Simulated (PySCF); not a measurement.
B3LYP has the VWN-RPA correlation part, as in Gaussian. Delta-SCF ions had no search for a lower state. Excitations are Tamm–Dancoff values on a coarser integration grid. The basis has no diffuse functions, so Rydberg states are missing or too high.

Cartesian coordinates (Å):
```xyz
9

N      2.4496    -0.4282     0.5464
C      1.5181     0.1945     0.1382
Si     0.2240     1.4386    -0.1252
Si    -1.5420    -0.1122     0.1122
H      2.7485    -1.3703     0.3300
H      0.4519     1.5922    -1.5985
H     -1.4160    -0.7586     1.4429
H     -1.6033    -1.1787    -0.9195
H     -2.8309     0.6227     0.0736
```
Charge 0, spin multiplicity 1.

**Question.** Give the HOMO–LUMO gap, vertical ionisation energy (Delta-SCF), HOMO, T1 excitation (TDA), total energy, S1 oscillator strength, LUMO and dipole moment at the level B3LYP-D3(BJ)/def2-TZVP in PySCF 2.14.0.

**Answer.** 
```json
{
 "HOMO–LUMO gap": "3.99 eV",
 "vertical ionisation energy (Delta-SCF)": "8.09 eV",
 "HOMO": "-6.01 eV",
 "T1 excitation (TDA)": "2.12 eV",
 "total_energy": "-674.8886 Ha",
 "S1 oscillator strength": "0.005",
 "LUMO": "-2.03 eV",
 "dipole_moment": "2.46 D"
}
```
